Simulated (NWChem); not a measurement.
System meant: AgNH₃I; SMILES [NH3]->[Ag][I]

The following NWChem deck was run.

```
start job
memory heap 200 mb stack 900 mb global 1100 mb
geometry units angstroms noautoz
  Ag     0.000287    -1.092017     0.000021
  I     -0.000497     1.479902    -0.000026
  N      0.003249    -3.293171     0.000067
  H      0.850501    -3.671006    -0.423469
  H     -0.785940    -3.674566    -0.521170
  H     -0.052332    -3.672927     0.944877
end
basis spherical
  Ag library def2-svp
  I library def2-svp
  N library def2-svp
  H library def2-svp
end
ecp
  Ag library def2-ecp
  I library def2-ecp
end
dft
  odft
  mult 2
  xc pbe0
  iterations 150
  mulliken
end
task dft energy
```

End of the output:

```
 Summary of "ao basis" -> "" (spherical)
 ------------------------------------------------------------------------------
       Tag                 Description            Shells   Functions and Types
 ---------------- ------------------------------  ------  ---------------------
 Ag                         def2-svp                11       31   5s3p2d1f
 I                          def2-svp                10       26   4s4p2d
 N                          def2-svp                 6       14   3s2p1d
 H                          def2-svp                 3        5   2s1p

                                 NWChem DFT Module
                                 -----------------

 Summary of "ao basis" -> "ao basis" (spherical)
 ------------------------------------------------------------------------------
       Tag                 Description            Shells   Functions and Types
 ---------------- ------------------------------  ------  ---------------------
 Ag                         def2-svp                11       31   5s3p2d1f
 I                          def2-svp                10       26   4s4p2d
 N                          def2-svp                 6       14   3s2p1d
 H                          def2-svp                 3        5   2s1p

      Symmetry analysis of basis
      --------------------------

        a          34
        e+         26
        e-         26

  Rotation of axis
  number of electrons :                   54
  multiplicity        :                    2
 ------------------------------------------------------------------------
  no. of electrons and multiplicity not compatible                  54
 ------------------------------------------------------------------------
 ------------------------------------------------------------------------
  current input line :
    28: task dft energy
 ------------------------------------------------------------------------
 ------------------------------------------------------------------------
 There is an error in the input file
 ------------------------------------------------------------------------
 For more information see the NWChem manual at https://nwchemgit.github.io

0: no. of electrons and multiplicity not compatible:Received an Error in Communication
```

Can this run be used? If not, why, and what is the fix?

The program refused the input. Cause: the multiplicity doesn't fit the number of electrons (an even count wants an odd multiplicity, and the reverse). This input runs:
```
start job
memory heap 200 mb stack 900 mb global 1100 mb
geometry units angstroms noautoz
  Ag     0.000287    -1.092017     0.000021
  I     -0.000497     1.479902    -0.000026
  N      0.003249    -3.293171     0.000067
  H      0.850501    -3.671006    -0.423469
  H     -0.785940    -3.674566    -0.521170
  H     -0.052332    -3.672927     0.944877
end
basis spherical
  * library def2-svp
end
ecp
  Ag library def2-ecp
  I library def2-ecp
end
dft
  xc pbe0
  iterations 150
  mulliken
end
task dft energy
```
It converges to -501.20258 Ha (PBE0/def2-SVP with def2 effective core potentials on Ag, I).
